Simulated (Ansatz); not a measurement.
C2H5BrSSi, SMILES `[SiH3]C(Br)C=S`, one more setting.

```yaml
crystal:
  periodic: [false, false, false]
  atoms:
    - {symbol: Si, position_ang: [-0.933389, -0.941027, 0.287031]}
    - {symbol: C, position_ang: [0.635865, 0.143141, 0.326825]}
    - {symbol: Br, position_ang: [0.555499, 1.172374, 1.989488]}
    - {symbol: C, position_ang: [0.678693, 1.032654, -0.845078]}
    - {symbol: S, position_ang: [1.528775, 0.725512, -2.178174]}
    - {symbol: H, position_ang: [-2.110900, -0.043992, 0.213254]}
    - {symbol: H, position_ang: [-0.961115, -1.753973, 1.525317]}
    - {symbol: H, position_ang: [-0.866663, -1.808947, -0.915130]}
    - {symbol: H, position_ang: [1.521040, -0.490140, 0.379938]}
    - {symbol: H, position_ang: [0.035297, 1.913199, -0.780370]}
basis:
  gaussian: {orbitals: aug-cc-pVTZ, point_charges: [{charge: 0.50, position_ang: [5.815, -0.338, -0.611]}]}
hamiltonian: {xc: {name: BHLYP}, dispersion: d4}
accuracy: high
output: {forces: true}
```

```sh
$ ansatz run in.yaml --threads 4 --pin off --events-out ev --progress --plain --max-ram 10444MiB
```

Output, abridged:

```
Functional definition: BHLYP
5454 factors; integrals over basis functions are off by at most 4.3e-9 eV
mean field evaluation 1: about -90910.7887 eV, gradient 4.2e1 eV
mean field evaluation 2: about -90907.5665 eV, gradient 5.4e1 eV
mean field evaluation 4: about -90915.0705 eV, gradient 2.8e0 eV
mean field evaluation 8: about -90915.2097 eV, gradient 1.8e-1 eV
mean field evaluation 16: about -90915.2098 eV, gradient 1.5e-4 eV
mean field -90915.20983969 eV, -3341.0723370661 hartree, gradient 5.5e-8 eV, S^2 0.000000; 0 other end points of the search recorded, 0 dependent functions left out
reference -90915.20987442 eV, -3341.0723383425 hartree; 41, 41 occupied and 325, 325 virtual orbitals, 5454 factors
Total energy: -90915.61961038 eV, -3341.0873958612 hartree
Atom 0 at    -0.933389    -0.941027     0.287031 Å, force    -0.312545    -0.227864    -0.014927 eV/Å
Atom 1 at     0.635865     0.143141     0.326825 Å, force     0.225571    -0.148790    -0.090054 eV/Å
Atom 2 at     0.555499     1.172374     1.989488 Å, force     0.078382     0.056234     0.022453 eV/Å
Atom 3 at     0.678693     1.032654    -0.845078 Å, force    -0.111397     0.198829     0.133853 eV/Å
Atom 4 at     1.528775     0.725512    -2.178174 Å, force    -0.001596     0.065365     0.085594 eV/Å
Atom 5 at    -2.110900    -0.043992     0.213254 Å, force     0.209763    -0.124452     0.006922 eV/Å
Atom 6 at    -0.961115    -1.753973     1.525317 Å, force     0.035129     0.138854    -0.198576 eV/Å
Atom 7 at    -0.866663    -1.808947    -0.915130 Å, force     0.017113     0.143799     0.184036 eV/Å
Atom 8 at     1.521040    -0.490140     0.379938 Å, force    -0.337521     0.233647    -0.017744 eV/Å
Atom 9 at     0.035297     1.913199    -0.780370 Å, force     0.227053    -0.349100    -0.086718 eV/Å
Dipole moment:    -0.418439    -0.157205     0.194311 e Å
```

It took 43 s on 4 threads of an AMD EPYC 9R14 on a shared host, with 4.9 GiB of host memory at the peak.
